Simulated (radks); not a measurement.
Question: Xe+, 53 electrons, occupied as [Kr] 4d10 5s2 5p4 7p1 (not the ground configuration). Method: Dirac Kohn-Sham, PBE, spin-unpolarised, spherical densities, finite nucleus; open shells fill j = l - 1/2 first; Fermi nuclear charge, rms radius 4.7859 fm; computed with a radial shooting solver on a logarithmic mesh with Libxc functionals. Some entries of the table are withheld. Estimate them.

| orbital | occ. | eigenvalue (Ry) | <r> (bohr) | <1/r> (bohr^-1) |
|---|---|---|---|---|
| 1s1/2 | 2 | -2525.598 | 0.02666 | 58.11 |
| 2s1/2 | 2 | -394.0530 | 0.1142 | 13.59 |
| 2p1/2 | 2 | -370.3064 | 0.09620 | (1) |
| 2p3/2 | 4 | -346.4464 | 0.1020 | (2) |
| 3s1/2 | 2 | -81.66065 | 0.3061 | 4.859 |
| 3p1/2 | 2 | -71.78857 | 0.2962 | 4.770 |
| 3p3/2 | 4 | -67.25650 | 0.3078 | 4.499 |
| 3d3/2 | 4 | -49.88431 | 0.2787 | 4.355 |
| 3d5/2 | 6 | -48.92651 | 0.2824 | 4.286 |
| 4s1/2 | 2 | -15.81768 | (3) | 1.967 |
| 4p1/2 | 2 | -12.32203 | 0.7456 | 1.859 |
| 4p3/2 | 4 | -11.41780 | 0.7733 | 1.771 |
| 4d3/2 | 4 | -5.76200 | (4) | 1.529 |
| 4d5/2 | 6 | -5.61563 | (5) | 1.507 |
| 5s1/2 | 2 | -2.64799 | 1.789 | 0.7334 |
| 5p1/2 | 2 | -1.79959 | 2.044 | (6) |
| 5p3/2 | 2 | -1.68745 | 2.125 | (7) |
| 7p1/2 | 1 | -0.22806 | 10.38 | (8) |
| 7p3/2 | 0 | -0.22231 | 10.49 | (9) |

Answer: 
(1) 2p1/2 <1/r> (bohr^-1): 13.57
(2) 2p3/2 <1/r> (bohr^-1): 12.47
(3) 4s1/2 <r> (bohr): 0.7166
(4) 4d3/2 <r> (bohr): 0.8686
(5) 4d5/2 <r> (bohr): 0.8794
(6) 5p1/2 <1/r> (bohr^-1): 0.6350
(7) 5p3/2 <1/r> (bohr^-1): 0.6076
(8) 7p1/2 <1/r> (bohr^-1): 0.1254
(9) 7p3/2 <1/r> (bohr^-1): 0.1252
